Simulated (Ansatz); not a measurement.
Ideal-gas functions of `C[S][Ga]([OH])[F]` at 500 K and 1 bar, from an Ansatz frequency run at PBE0-D4/def2-TZVP.

Molar mass 152.83 g/mol, point group Cs (symmetry number 1), electronic degeneracy 1, moments of inertia 106.125, 270.417, 373.345 u Å². Harmonic wavenumbers (cm⁻¹, unscaled): 41, 83, 93, 178, 178, 207, 355, 429, 678, 712, 719, 853, 974, 989, 1356, 1468, 1472, 3078, 3170, 3179, 3890.

Use S(trans) = R[1.5 ln M + 2.5 ln T − 1.1517]; rotational temperatures θ = 24.2544 K / I; S(rot) = R[ln(√π/σ · √(T³/θAθBθC)) + 1.5]; for each mode x = 1.438777 ν̃/T, S = R[x/(eˣ − 1) − ln(1 − e⁻ˣ)] and H = RT x/(eˣ − 1); 1 cm⁻¹ = 0.0119627 kJ/mol; R = 8.31446 J/(mol·K).

Problem. By hand: the entropy, in J/(mol·K).

Solution. Translation 182.3. Rotation: θ = 0.2285, 0.0897, 0.065 K, giving 122.3. Vibration, mode by mode: 26.09, 20.24, 19.30, 13.97, 13.97, 12.74, 8.49, 7.07, 3.96, 3.67, 3.61, 2.66, 2.02, 1.96, 0.84, 0.64, 0.64, 0.01, 0.01, 0.01, 0.00, in all 141.9. Electronic 0.0. Sum 446.5 J/(mol·K).

Problem. By hand: H − E and G − E in kJ/mol, counted from the electronic energy.

Solution. Zero-point energy ½ × 24102 × 0.0119627 = 144.2; thermal vibration 32.3; translation, rotation and pV give 4 RT = 16.6. H − E = 193.1 kJ/mol, and G − E = 193.1 − 500 × 446.5/1000 = -30.2 kJ/mol.

Vibration gives 32 % of the entropy, 65.6 J/(mol·K) of it from the modes under 150 cm⁻¹: soft modes count most, and the harmonic formula is weakest for them. The sum counts one conformer and one mirror image; others add a mixing term.
